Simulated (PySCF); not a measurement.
# Reading the logs of faulty runs: B2H4OSi

All numbers below are calculated, not measured. They come from PySCF 2.14.0, an open-source quantum chemistry program, on an isolated molecule that a program drew, which may never have been made. The molecule is B2H4OSi (charge 0, singlet), drawn as the SMILES string `BOB[SiH]`.

Each row is a Hartree-Fock (HF) and frozen-core CCSD(T) single point in the cc-pV(D+d)Z basis, meant for a local HF minimum. Run 1 is clean. Each other run has one planted mistake out of seven kinds, and not every kind appears here: one electron removed, one electron added, multiplicity raised by two, geometry at a saddle point, minimal basis STO-3G, one bond length entered in bohr, all coordinates scaled. The reference is restricted for singlets and unrestricted otherwise, and also for a bond in bohr. Adding or removing an electron swaps singlet and doublet. Electrons count all cores. HOMO and LUMO are orbital energies over both spins, the gradient is its largest component, and the lowest frequency (negative if imaginary) is given only where the gradient is small. Bond lengths are over the 7 bonds as drawn. T1 is the CCSD diagnostic: over 0.02 (restricted) or 0.045 (unrestricted) a single reference is doubtful.

Geometry of the clean run:
```xyz
8
B2H4OSi, angstrom
B    -0.5756    1.6373    3.0519
O     0.1178    1.2927    1.9302
B    -0.0771    0.1812    1.1462
Si    1.1091   -0.1341   -0.4980
H    -1.4562    0.9303    3.4603
H    -0.2699    2.6583    3.5995
H    -0.9344   -0.6088    1.4691
H     0.1098    0.5411   -1.4217
```

| run | electrons | basis functions | <S^2> | HOMO (eV) | LUMO (eV) | gradient (hartree/bohr) | lowest frequency (cm^-1) | mean bond (Å) | longest bond (Å) | T1 | HF (hartree) | CCSD(T) (hartree) | mistake |
|---|---|---|---|---|---|---|---|---|---|---|---|---|---|
| 1 | 36 | 85 | 0.000 | -8.64 | 0.46 | 6.6e-06 | 109 | 1.4167 | 2.052 | 0.0159 | -415.49357 | -415.98152 | no fault |
| 2 | 36 | 85 | 0.000 | -7.12 | 0.26 | 1.3e-05 | -816 | 1.3856 | 1.904 | 0.0205 | -415.43350 | -415.93139 | geometry at a saddle point |
| 3 | 36 | 85 | 0.000 | -8.77 | 0.28 | 3.9e-02 | - | 1.5215 | 2.204 | 0.0179 | -415.46106 | -415.95920 | all coordinates scaled |
| 4 | 36 | 85 | 1.081 | -8.59 | 0.62 | 2.4e-02 | - | 1.5705 | 2.286 | 0.0690 | -415.39030 | -415.87218 | one bond length entered in bohr |
| 5 | 35 | 85 | 0.776 | -16.44 | -6.76 | 7.2e-02 | - | 1.4167 | 2.052 | 0.0232 | -415.21180 | -415.66868 | ? |

**Which mistake was planted in run 5, and what did it cost?**

It counts 35 electrons, one fewer than the clean run, at the same geometry and basis. So the mistake is: one electron removed. Subtracting run 1 and multiplying by 627.51 kcal/mol a hartree, the energy moved by 176.8 kcal/mol in HF and 196.3 kcal/mol in CCSD(T).

Cautions from the logs. Run 2: T1 is over the limit, so its CCSD(T) energy is less reliable; run 4: T1 is over the limit, so its CCSD(T) energy is less reliable.
